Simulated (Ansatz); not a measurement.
Reaction (ligand exchange at the Si–O bond): `[CH3][In]([F])[O][SiH3]` + `[OH][In]([Cl])[O][SiH3]` → `[SiH3][O][In]([Cl])[O][SiH3]` + `[CH3][In]([OH])[F]`

Gas-phase electronic energies from Ansatz, PBE0-D4/def2-TZVP geometries. CBS: MP2 limit from def2 TZ/QZ plus the TZ coupled-cluster correction, frozen cores. DFT in def2-TZVPP. def2 core potentials past Kr. For In outer-core shells are correlated without core-valence functions, which leaves a few kJ/mol of doubt a bond. Each species was taken in one conformer, which may not be the lowest.

Problem. Is it downhill or uphill in electronic energy at CCSD(T)/CBS, and by how much? (An estimate is asked.)

Solution. The calculation gave: Uphill: ΔE = +6.3 kJ/mol.

Problem. What do these levels give: revPBE-D4, B97M-V, PBE, BLYP, LC-ωPBE, RPA@PBE/def2-TZVPP, HF/def2-SVP, CCSD(T)/def2-SVP, HF/def2-TZVPP, SCS-MP2/def2-TZVPP, MP2/def2-QZVPP, SCS-MP2/def2-QZVPP? (Estimate.)

Solution. Ansatz gave: revPBE-D4 5.0, B97M-V 9.0, PBE 6.8, BLYP 5.3, LC-ωPBE 6.6, RPA@PBE/def2-TZVPP 5.5, HF/def2-SVP 3.9, CCSD(T)/def2-SVP 5.0, HF/def2-TZVPP 5.4, SCS-MP2/def2-TZVPP 5.2, MP2/def2-QZVPP 5.7, SCS-MP2/def2-QZVPP 5.5 kJ/mol.

Largest T1 diagnostic among the species: 0.016.

Leaving LDA and LC-ωPBE aside and taking each functional with its dispersion term where it has one, the values, not all of them listed here, spread over 4.9 kJ/mol, from BLYP-D4 to B97M-V.
